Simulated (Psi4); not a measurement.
Psi4 input (wB97X-D/6-311+G**):

```
memory 1500 MB

molecule {
-1 2
Al    0.03958800    0.04681700    1.24054000
Al   -0.03958800   -0.04681700   -1.24054000
H     1.32878700   -0.34647600    2.14043700
H    -1.19064000    0.50984600    2.18852100
H     1.19064000   -0.50984600   -2.18852100
H    -1.32878700    0.34647600   -2.14043700
symmetry c1
no_reorient
no_com
}

set {
  basis 6-311+G**
  reference uks
  scf_type pk
  dft_radial_points 99
  dft_spherical_points 590
  e_convergence 1e-8
  d_convergence 1e-7
  maxiter 150
}

e = energy('wb97x-d')
print_out(f'\nFINAL {e:.10f} DIPOLE {variable("CURRENT DIPOLE")[0]:.6f} {variable("CURRENT DIPOLE")[1]:.6f} {variable("CURRENT DIPOLE")[2]:.6f}\n')
```

Output:

```
   => Loading Basis Set <=

    Name: 6-311+G**
    Role: ORBITAL
    Keyword: BASIS
    atoms 1-2 entry AL         line   312 file 6-311pgss.gbs
    atoms 3-6 entry H          line    42 file 6-311pgss.gbs

   => WB97X-D: Empirical Dispersion <=

    Chai and Head-Gordon Dispersion Correction
    Chai, J.-D.; Head-Gordon, M. (2010), J. Chem. Phys., 132: 6615-6620

        s6 =       1.000000

         ---------------------------------------------------------
                                   SCF
               by Justin Turney, Rob Parrish, Andy Simmonett
                          and Daniel G. A. Smith
                              UKS Reference
         ---------------------------------------------------------

  ==> Geometry <==

    Molecular point group: c1
    Full point group: Ci

    Geometry (in Angstrom), charge = -1, multiplicity = 2:

       Center              X                  Y                   Z               Mass
    ------------   -----------------  -----------------  -----------------  -----------------
         AL           0.039588000000     0.046817000000     1.240540000000    26.981538530000
         AL          -0.039588000000    -0.046817000000    -1.240540000000    26.981538530000
         H            1.328787000000    -0.346476000000     2.140437000000     1.007825032230
         H           -1.190640000000     0.509846000000     2.188521000000     1.007825032230
         H            1.190640000000    -0.509846000000    -2.188521000000     1.007825032230
         H           -1.328787000000     0.346476000000    -2.140437000000     1.007825032230

  Running in c1 symmetry.

  Rotational constants: A =      2.36150  B =      0.16498  C =      0.15420 [cm^-1]
  Rotational constants: A =  70795.87578  B =   4945.89974  C =   4622.93499 [MHz]
  Nuclear repulsion =   61.349246257669463

  Charge       = -1
  Multiplicity = 2
  Electrons    = 31
  Nalpha       = 16
  Nbeta        = 15

  ==> Algorithm <==

  SCF Algorithm Type is PK.
  DIIS enabled.
  MOM disabled.
  Fractional occupation disabled.
  Guess Type is SAD.
  Energy threshold   = 1.00e-08
  Density threshold  = 1.00e-07
  Integral threshold = 1.00e-12

  ==> Primary Basis <==

  Basis Set: 6-311+G**
    Blend: 6-311+G**
    Number of shells: 44
    Number of basis functions: 84
    Number of Cartesian functions: 86
    Spherical Harmonics?: true
    Max angular momentum: 2

  ==> DFT Potential <==

   => LibXC <=

    Version 7.1.2
    S. Lehtola, C. Steigemann, M. J. T. Oliveira, and M. A. L. Marques,  SoftwareX 7, 1–5 (2018) (10.1016/j.softx.2017.11.002)

   => Composite Functional: WB97X-D <=

    wB97X-D Hyb-GGA Exchange-Correlation Functional

    J.-D. Chai and M. Head-Gordon,  Phys. Chem. Chem. Phys. 10, 6615–6620 (2008) (10.1039/B810189B)

    Deriv               =              1
    GGA                 =           TRUE
    Meta                =          FALSE

    Exchange Hybrid     =           TRUE
    MP2 Hybrid          =          FALSE

   => Exchange-Correlation Functionals <=

    1.0000   wB97X-D range-separated functional

   => Exact (HF) Exchange <=

    0.7780            HF,LR [omega = 0.2000]
    0.2220               HF

   => LibXC Density Thresholds  <==

    XC_HYB_GGA_XC_WB97X_D:  1.00E-14

   => Molecular Quadrature <=

    Radial Scheme          =       TREUTLER
    Pruning Scheme         =           NONE
    Nuclear Scheme         =       TREUTLER

    Blocking Scheme        =         OCTREE
    BS radius alpha        =              1
    Pruning alpha          =              1
    Radial Points          =             99
    Spherical Points       =            590
    Total Points           =         337646
    Total Blocks           =           2502
    Max Points             =            256
    Max Functions          =             82
    Weights Tolerance      =       1.00E-15

  ==> Integral Setup <==

  Using in-core PK algorithm.
   Calculation information:
      Number of atoms:                   6
      Number of AO shells:              44
      Number of primitives:             74
      Number of atomic orbitals:        86
      Number of basis functions:        84

      Integral cutoff                 1.00e-12
      Number of threads:                 1

  Performing in-core PK
  Using 19122705 doubles for integral storage.
  We computed 414781 shell quartets total.
  Whereas there are 490545 unique shell quartets.

  Computing range-separated integrals for PK
  We computed 414781 wK shell quartets total.
  Whereas there are 490545 wK unique shell quartets.

  ==> DiskJK: Disk-Based J/K Matrices <==

    J tasked:                  Yes
    K tasked:                  Yes
    wK tasked:                 Yes
    Omega:               2.000E-01
    Schwarz Cutoff:          1E-12


  Cached 100.0% of DFT collocation blocks in 0.598 [GiB].

  Minimum eigenvalue in the overlap matrix is 9.8013547567E-04.
  Reciprocal condition number of the overlap matrix is 1.6174993880E-04.
    Using symmetric orthogonalization.

  ==> Pre-Iterations <==

  SCF Guess: Superposition of Atomic Densities via on-the-fly atomic UHF (no occupation information).

   -------------------------
    Irrep   Nso     Nmo
   -------------------------
     A         84      84
   -------------------------
    Total      84      84
   -------------------------

  ==> Iterations <==

                        Total Energy        Delta E     RMS |[F,P]|

   @UKS iter SAD:  -486.37591468131325   -4.86376e+02   0.00000e+00
   @UKS iter   1:  -487.20277205949617   -8.26857e-01   3.99272e-03 ADIIS/DIIS
   @UKS iter   2:  -487.25042546967353   -4.76534e-02   2.09049e-03 ADIIS/DIIS
   @UKS iter   3:  -487.25594557822041   -5.52011e-03   1.46324e-04 ADIIS/DIIS
   @UKS iter   4:  -487.25613951609989   -1.93938e-04   3.97671e-05 DIIS
   @UKS iter   5:  -487.25617589391095   -3.63778e-05   1.32642e-05 DIIS
   @UKS iter   6:  -487.25617961277760   -3.71887e-06   3.56592e-06 DIIS
   @UKS iter   7:  -487.25618013049103   -5.17713e-07   8.99653e-07 DIIS
   @UKS iter   8:  -487.25618016586782   -3.53768e-08   2.32544e-07 DIIS
   @UKS iter   9:  -487.25618016802929   -2.16147e-09   4.54247e-08 DIIS
  Energy and wave function converged.

  ==> Post-Iterations <==

   Electrons on quadrature grid:
      Nalpha   =   16.0000008596 ; deviation = 8.596e-07
      Nbeta    =   15.0000000458 ; deviation = 4.578e-08
      Ntotal   =   31.0000009054 ; deviation = 9.054e-07

   @Spin Contamination Metric:   2.031168661E-03
   @S^2 Expected:                7.500000000E-01
   @S^2 Observed:                7.520311687E-01
   @S   Expected:                5.000000000E-01
   @S   Observed:                5.000000000E-01

    Orbital Energies [Eh]
    ---------------------

    Alpha Occupied:

       1A    -55.968068     2A    -55.968065     3A     -4.043986
       4A     -4.043910     5A     -2.587448     6A     -2.587312
       7A     -2.581446     8A     -2.581329     9A     -2.581267
      10A     -2.580194    11A     -0.341666    12A     -0.295068
      13A     -0.208112    14A     -0.194486    15A     -0.145607
      16A     -0.048679

    Alpha Virtual:

      17A      0.157913    18A      0.160721    19A      0.175486
      20A      0.177638    21A      0.177744    22A      0.193218
      23A      0.201356    24A      0.219209    25A      0.236190
      26A      0.247227    27A      0.268382    28A      0.281206
      29A      0.300457    30A      0.372540    31A      0.388179
      32A      0.391814    33A      0.397106    34A      0.431738
      35A      0.432205    36A      0.436517    37A      0.504435
      38A      0.587938    39A      0.613446    40A      0.632997
      41A      0.633266    42A      0.651627    43A      0.684194
      44A      0.706655    45A      0.729454    46A      0.735761
      47A      0.841477    48A      0.886961    49A      0.922976
      50A      0.948622    51A      0.983801    52A      1.009522
      53A      1.017436    54A      1.029272    55A      1.053403
      56A      1.087928    57A      1.104482    58A      1.193244
      59A      1.612103    60A      1.697439    61A      1.703863
      62A      1.710232    63A      1.720755    64A      1.722816
      65A      1.810542    66A      1.881717    67A      2.089905
      68A      2.127315    69A      2.237398    70A      2.323916
      71A      2.805061    72A      2.830690    73A      2.868740
      74A      2.939942    75A      4.509118    76A      4.667934
      77A      8.277257    78A      8.294412    79A      8.320532
      80A      8.475052    81A      8.483349    82A      8.489861
      83A    120.523366    84A    120.708518

    Beta Occupied:

       1A    -55.967181     2A    -55.967178     3A     -4.043252
       4A     -4.043187     5A     -2.584596     6A     -2.584463
       7A     -2.580988     8A     -2.580919     9A     -2.580868
      10A     -2.579850    11A     -0.328581    12A     -0.290666
      13A     -0.207158    14A     -0.194362    15A     -0.138012

    Beta Virtual:

      16A      0.123785    17A      0.170115    18A      0.182382
      19A      0.183148    20A      0.190364    21A      0.201826
      22A      0.213201    23A      0.229723    24A      0.236731
      25A      0.245440    26A      0.255968    27A      0.277236
      28A      0.281733    29A      0.297169    30A      0.372364
      31A      0.382609    32A      0.392560    33A      0.404469
      34A      0.440590    35A      0.441752    36A      0.443373
      37A      0.512283    38A      0.586389    39A      0.606195
      40A      0.634853    41A      0.649903    42A      0.653845
      43A      0.707649    44A      0.709981    45A      0.735665
      46A      0.755692    47A      0.855708    48A      0.902314
      49A      0.934728    50A      0.950675    51A      0.984670
      52A      1.006652    53A      1.014082    54A      1.034387
      55A      1.052950    56A      1.092154    57A      1.106080
      58A      1.195824    59A      1.611363    60A      1.696829
      61A      1.706206    62A      1.710659    63A      1.723076
      64A      1.723377    65A      1.810381    66A      1.881408
      67A      2.089794    68A      2.127408    69A      2.237799
      70A      2.324627    71A      2.804770    72A      2.830385
      73A      2.868378    74A      2.940160    75A      4.511850
      76A      4.670680    77A      8.280473    78A      8.297405
      79A      8.321059    80A      8.475883    81A      8.484770
      82A      8.491141    83A    120.524222    84A    120.709383

    Final Occupation by Irrep:
              A
    DOCC [    15 ]
    SOCC [     1 ]
    NA   [    16 ]
    NB   [    15 ]

  @UKS Final Energy:  -487.25618016802929

   => Energetics <=

    Nuclear Repulsion Energy =             61.3492462576694635
    One-Electron Energy =                -804.6487538038450111
    Two-Electron Energy =                 283.9619384371524689
    DFT Exchange-Correlation Energy =     -27.9174884155669467
    Empirical Dispersion Energy =          -0.0011226434393194
    VV10 Nonlocal Energy =                  0.0000000000000000
    Total Energy =                       -487.2561801680292888

  UHF NO Occupations:
  HONO-2 :   14  A 1.9997860
  HONO-1 :   15  A 1.9993303
  HONO-0 :   16  A 1.0000000
  LUNO+0 :   17  A 0.0006697
  LUNO+1 :   18  A 0.0002140
  LUNO+2 :   19  A 0.0000703
  LUNO+3 :   20  A 0.0000313

Computation Completed

Properties will be evaluated at   0.000000,   0.000000,   0.000000 [a0]

Properties computed using the SCF density matrix

 Multipole Moments:

 ------------------------------------------------------------------------------------
     Multipole            Electronic (a.u.)      Nuclear  (a.u.)        Total (a.u.)
 ------------------------------------------------------------------------------------

 L = 1.  Multiply by 2.5417464519 to convert [e a0] to [Debye]
 Dipole X            :          0.0000000            0.0000000            0.0000000
 Dipole Y            :         -0.0000000            0.0000000           -0.0000000
 Dipole Z            :         -0.0000000           -0.0000000           -0.0000000
 Magnitude           :                                                    0.0000000

 ------------------------------------------------------------------------------------

FINAL -487.2561801680 DIPOLE 0.000000 -0.000000 -0.000000

*** Psi4 exiting successfully. Buy a developer a beer!
```

The dipole moment of an ion depends on the origin.

The geometry given is a B3LYP-D3(BJ)/def2-TZVP minimum.
